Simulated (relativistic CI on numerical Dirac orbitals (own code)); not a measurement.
# V³⁺ in a cubic cluster: 1s photoemission with charge transfer

Computed with a charge-transfer multiplet model of a cubic metal-ligand cluster with up to 2 ligand holes, Slater and spin-orbit integrals from Dirac-Coulomb-Breit ions, Slater integrals scaled by 0.8. The parameters are those of a tetrahedral site (10Dq negative, t2 hopping the larger). The ground state mixes d2 with configurations of k ligand holes L, whose averages lie at kΔ + k(k − 1)U_dd/2; a core hole lowers each added d electron by U_cd. 300 K, Lorentzian 1.1 eV and Gaussian 0.6 eV FWHM.

Atomic integrals in eV (Slater integrals scaled, ζ unscaled), ground: F2dd 8.057, F4dd 5.049, zeta_d 0.024; with the core hole: F2dd 9.441, F4dd 5.946, zeta_d 0.040, G2cd 0.044.

Cluster parameters (eV): Δ = 6, U_dd = 4.8, U_cd = 6, 10Dq = -0.3, 10Dq(ligand) = 0, final-state hopping factor = 0.9.

Weights, n_d and S are thermal averages at 300 K. Binding energies count from the first peak over 30 % of the highest in each spectrum, which can be another peak from case to case. The parameters are a model scan and need not match a compound or its usual spin state. Peaks in eV (height, largest 100): 0.0 (100), 3.3 (18), 5.7 (27).

Which parameters give this spectrum?
A. V(eg) = 1.35 eV, V(t2g) = -2.29 eV
B. V(eg) = 0.75 eV, V(t2g) = -1.27 eV
C. V(eg) = 1.05 eV, V(t2g) = -1.78 eV

B. V(eg) = 0.75 eV, V(t2g) = -1.27 eV; the ground state then has 2.22 d electrons and S = 1.00. The choice follows from running the model for each set and comparing peak positions and heights.
